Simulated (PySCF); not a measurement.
# `CC[C@@H](C)[Si@H](N)P`, C₄H₁₄NPSi

Geometry (Å), atoms numbered from 1 in this order:
```xyz
21

C    -2.5001   -0.8453    0.1512
C    -0.9772   -0.8270    0.2293
C    -0.3454    0.4809   -0.2512
C    -0.7386    1.6600    0.6322
Si    1.5559    0.2803   -0.3185
N     1.9047   -0.8062   -1.6103
P     2.2338   -0.8289    1.5110
H    -2.8305   -0.6026   -0.8573
H    -2.8773   -1.8333    0.4070
H    -2.9398   -0.1286    0.8405
H    -0.6653   -1.0107    1.2628
H    -0.5848   -1.6453   -0.3794
H    -0.7087    0.6815   -1.2640
H    -1.8117    1.8363    0.6049
H    -0.4504    1.4697    1.6652
H    -0.2429    2.5706    0.3017
H     2.1774    1.6179   -0.4484
H     1.6013   -0.5799   -2.5429
H     2.7951   -1.2750   -1.6368
H     3.5362   -0.3652    1.4633
H     1.8594    0.1678    2.3940
```

Method: PySCF 2.14.0, TDDFT PBE0/def2-SVPD circular dichroism and optical rotation, one conformer, gas phase. Geometry: GFN2-xTB.

The molecule is flexible and this is one conformer; a measurement averages over conformers. States above about 7.1 eV (minus the energy of the highest occupied orbital) lie near or above the ionisation threshold and depend on the basis.

Stereocentres: C3 R, Si5 R.

Question: Give the optical rotatory dispersion at 633, 589.3, 546, 436, 405, 365, 355 nm.

Answer: [α] in deg dm⁻¹ (g/mL)⁻¹:
```tsv
λ (nm)	origin-invariant length gauge	modified velocity gauge	length gauge (centre of mass)	isotropic polarisability (au)
633	+90.2	+96.8	+90.6	113.3
589.3	+106.8	+114.7	+107.2	113.8
546	+128.6	+138.2	+129.0	114.4
436	+231.2	+249.2	+231.9	116.9
405	+285.5	+308.0	+286.3	118.0
365	+393.1	+424.7	+394.0	120.1
355	+430.6	+465.3	+431.4	120.7
```

Question: And for the mirror image at 589.3 nm?

Answer: -106.8 deg dm⁻¹ (g/mL)⁻¹ (origin-invariant length gauge): the same size and the opposite sign.

Question: What is the molar rotation [Φ] = [α]·M/100 of the geometry above at 589.3 nm?

Answer: With M = 135.22 g/mol, +144.5 deg cm² dmol⁻¹ (origin-invariant length gauge).

The first excitation lies at 6.15 eV (202 nm) with R = +16.2 × 10⁻⁴⁰ esu² cm² (velocity form).
